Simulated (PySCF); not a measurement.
# Spectroscopy problems

- J couplings at B3LYP/pcJ-1
- GIAO PBE0/pcSseg-1 shieldings
- coordinates at the GFN2-xTB level
- code: PySCF 2.14.0 with density-fitted response routines
- no solvent, equivalent nuclei averaged, relativity neglected, single conformer

Referencing at the same level of theory: 1H (σref 31.72), 13C (σref 186.93) against TMS. Multiplet labels drop J under 1 Hz and among equivalent protons, and merge close values. Unscaled 3J(H,H) run several per cent high. Splittings of carbon signals by F and P are missing where no couplings were computed. Where no couplings were computed, multiplicities follow the n + 1 count of equivalent neighbours, and m marks all less simple cases (inequivalent or close neighbours, rings, F or P nearby). One-bond C–F couplings are unscaled and too large by tens of Hz. Shifts are as computed. Against solution values, carbons near 30 ppm lie about +3 ppm off and those near 130 ppm about +5 ppm; carbons on Cl a further +6 ppm. Of 1211 compounds with measured shifts, 218 miss one by over three times the rms of a fit or turn the order of signals round; such compounds aren't used in these exercises. Carbons bonded to Cl come out too deshielded.

**Question.** C₅H₆FNSi. 1H NMR (400 MHz, computed): δ 6.99 (m, 1H), 6.89 (q, 1H), 5.53 (m, 1H), 4.25 (d, 3H). 13C{1H} NMR (computed): δ 162.6, 146.6, 131.5, 122.9, 114.3. Give a structure.

**Answer.** `N#CC(/C=C\F)=C/[SiH3]`. The formula gives 4 degrees of unsaturation (no ring in the answer). 5 carbon signals for 5 carbons: no two carbons are equivalent. Carbon types of the structure: 2 × C, 3 × CH, leaving 3 H on heteroatoms. δC 162.6, 146.6, 114.3: alkene CH; the olefinic region. δC 131.5: fully substituted alkene carbon; the olefinic region. δC 122.9: nitrile carbon; typical of a nitrile. δH 6.99, 6.89, 5.53: hydrogen on an alkene CH; olefinic region.

This is the structure that produced the data.

**Question.** C₂H₃F₃O. 1H NMR (300 MHz, computed): δ 3.98 (s, 3H). 13C{1H} NMR (computed): δ 131.5 (q, J = 326.4 Hz), 56.1 (q, J = 3.2 Hz). Give a structure.

**Answer.** SMILES COC(F)(F)F. The formula gives 0 degrees of unsaturation. 2 carbon signals for 2 carbons: no two carbons are equivalent. Carbon types of the structure: 1 × C, 1 × CH3, which accounts for all hydrogens. δC 131.5: CF3 carbon; 4 electronegative neighbours deshield it. δC 56.1: methyl carbon bonded to O; the inductive effect lowers its shielding. δH 3.98: hydrogen on a methyl carbon bonded to O; its carbon carries O, which withdraws density.

The data come from this structure; uniqueness wasn't tested.

**Question.** C₇H₁₀ClFO. 1H NMR (300 MHz, computed): δ 6.32 (m, 1H), 5.87 (m, 1H), 5.65 (m, 1H), 4.88 (m, 1H), 1.68 (s, 3H), 1.38 (m, 3H). 13C{1H} NMR (computed): δ 190.7 (C), 143.5 (CH), 126.7 (CH2), 94.2 (CH), 63.3 (C), 22.9 (CH3), 19.0 (CH3). Identify the compound.

**Answer.** SMILES C=C[C@@](C)(C(=O)Cl)[C@@H](C)F. The formula gives 2 degrees of unsaturation (no ring in the answer). 7 carbon signals for 7 carbons: no two carbons are equivalent. Carbon types of the structure: 2 × C, 2 × CH, 1 × CH2, 2 × CH3, which accounts for all hydrogens. δC 143.5: alkene CH; the olefinic region. δC 126.7: terminal =CH2 carbon; the olefinic region. δC 94.2: sp3 CH bonded to F; the inductive effect lowers its shielding. δC 63.3: quaternary sp3 carbon α to a carbonyl.

The data come from this structure; uniqueness wasn't tested.
